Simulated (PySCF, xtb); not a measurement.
Be(H)(SH) (BeH2S), SMILES [BeH][SH].

Harmonic wavenumbers (cm⁻¹) from GFN2-xTB (xtb) at its own minimum, in rising order: 258, 358, 441, 709, 2115, 2510.

Problem. What does ωB97X-D3(BJ)/def2-TZVPD run with PySCF give at its own minimum? (An estimate is asked for; the answer gives what the named calculation found.)

Solution. 442, 538, 659, 761, 2171, 2735. Paired by order, the mean absolute difference is 152 cm⁻¹ and the zero-point energies are 9.1 and 10.4 kcal/mol.
